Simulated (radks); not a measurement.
Valence configurations of Nb IV (all share [Kr]). Calculated with a radial shooting solver on a logarithmic mesh with Libxc functionals: scalar-relativistic Kohn-Sham, LDA (Slater exchange, Perdew-Wang correlation), spin-unpolarised, spherical densities, finite nucleus; Fermi nuclear charge, rms radius 4.324 fm. Energies are relative to 4d2; eigenvalues in eV.

| valence | E (eV) | e(4d) | e(5p) | e(5s) |
|---|---|---|---|---|
| 4d2 | 0.000 | -30.792 | - | - |
| 4d1 5s1 | 5.642 | -33.957 | - | -27.650 |
| 5p2 | 25.445 | - | -23.983 | - |
| 4d1 5p1 | 11.680 | -34.845 | -22.197 | - |
| 4d1.5 5s0.5 | 2.663 | -32.372 | - | -26.751 |
| 4d1 5s0.5 5p0.5 | 8.659 | -34.403 | -21.919 | -27.954 |
| 5s1 5p1 | 19.059 | - | -23.507 | -29.871 |
| 5s2 | 12.715 | - | - | -29.318 |
| 4d1.5 5p0.5 | 5.613 | -32.825 | -21.186 | - |

NIST lists [Kr] 4d2 as the ground configuration; this level of theory agrees among the configurations tried. The energies are those of spherical spin-averaged densities, not of single terms.
